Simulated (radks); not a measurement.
Q: These are the eigenvalues of the occupied orbitals of an atom or ion with whole-number occupations (Ry). Calculated with a radial shooting solver on a logarithmic mesh with Libxc functionals: non-relativistic Kohn-Sham, PBE, spin-polarised, spherical densities, point nucleus.

1s up: -3072.916
1s down: -3072.916
2s up: -524.2187
2s down: -524.1609
2p up: -499.5938
2p down: -499.5503
3s up: -150.9693
3s down: -150.9394
3p up: -140.2863
3p down: -140.2543
3d up: -120.5804
3d down: -120.5334
4s up: -63.11159
4s down: -62.94074
4p up: -58.80221
4p down: -58.63282
4d up: -51.19877

Which element is it, and in what charge state? The configuration may be excited. Open shells, if any, are filled with parallel spins first.

A: Z = 60, neodymium, charge +23: Nd23+ in [Kr] 4d1. The list shows which subshells hold electrons but not how many an open one holds; the 1s level, -1536.5 hartree, gives Z - s = 55.4 by -(Z - s)^2/2, which with screening narrows Z to a few neighbours, and the depths of the outer levels then fix element, charge and occupations together.
